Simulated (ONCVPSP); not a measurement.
Which change was made? (W, ONCV)

ONCVPSP 4.0.1 input, shortened (lines: element, Z, core and valence counts, functional; n l f; lmax; l rc ep ncon nbas qcut; lloc lpopt rc5 dvloc0; l nproj debl; icmod fcfact rcfact), PBE, scalar-relativistic:

```
  W 74.00    9    5        4      upf
    1    0    2.00
    2    0    2.00
    2    1    6.00
    3    0    2.00
    3    1    6.00
    3    2   10.00
    4    0    2.00
    4    1    6.00
    4    2   10.00
    4    3   14.00
    5    0    2.00
    5    1    6.00
    5    2    4.00
    6    0    0.50
    3
    0    1.75    0.00    3    8    5.90
    1    1.25    0.00    4    9    6.10
    2    2.15    0.00    3    8    8.80
    3    0.60    0.00    4    8   25.90
    4    4    0.55    0.00
    0    3    3.70
    1    1    2.20
    2    2    1.10
    3    2    3.80
    3    2.75    1.40
```

Cutoffs, loose and tight: the cutoffs (Ha) at which the residual kinetic energy of the hardest occupied pseudo-wave falls to 1 and 0.1 mHa per electron. They do not see the model core or the augmentation charge, which bear on the density cutoff. Test errors are all-electron minus pseudo excitation energies from the reference, over the configurations 4f14 5s2 5p6 5d4 6s2; 4f14 5s2 5p6 5d4 6s1; 4f14 5s2 5p6 5d4 6s0; 4f14 5s2 5p6 5d3 6s0; variants that change the core or the reference have their own tests. The largest error is taken over the tests solved by every variant that gives reliable tests at all, those not shown here included: 4f14 5s2 5p6 5d3 6s0; 4f14 5s2 5p6 5d4 6s0; 4f14 5s2 5p6 5d4 6s1.

The base gives: outcome: generated; cutoff, loose: 309 Ha; cutoff, tight: 401 Ha; bound ghosts: s, p; GHOST(+) flags above zero: d; largest test error (meV): -6.6.

Task: After one change the result is: outcome: generated; cutoff, loose: 619 Ha; cutoff, tight: 1009 Ha; bound ghosts: s, p; GHOST(+) flags above zero: s, d; largest test error (meV): -6.9. Which change was it?
A. all radii but the core radius scaled by about 1.31 (s 2.30, p 1.64, d 2.82, f 0.78 bohr); local potential polynomial inside 0.72 bohr (lpopt 4, dvloc0 0 Ha)
B. all radii but the core radius scaled by about 0.87 (s 1.52, p 1.10, d 1.88, f 0.52 bohr); local potential polynomial inside 0.48 bohr (lpopt 4, dvloc0 0 Ha)
C. all radii but the core radius scaled by about 0.80 (s 1.40, p 1.00, d 1.72, f 0.48 bohr); local potential polynomial inside 0.44 bohr (lpopt 4, dvloc0 0 Ha)

Result: B. The others give: all radii but the core radius scaled by about 1.31 (s 2.30, p 1.64, d 2.82, f 0.78 bohr); local potential polynomial inside 0.72 bohr (lpopt 4, dvloc0 0 Ha) → outcome: generated; cutoff, loose: 253 Ha; cutoff, tight: 278 Ha; bound ghosts: s, p; GHOST(+) flags above zero: d; largest test error (meV): -3.8 | all radii but the core radius scaled by about 0.80 (s 1.40, p 1.00, d 1.72, f 0.48 bohr); local potential polynomial inside 0.44 bohr (lpopt 4, dvloc0 0 Ha) → outcome: generated; cutoff, loose: 1055 Ha; cutoff, tight: 1234 Ha; bound ghosts: s, p, d; GHOST(+) flags above zero: s; largest test error (meV): -6.6.
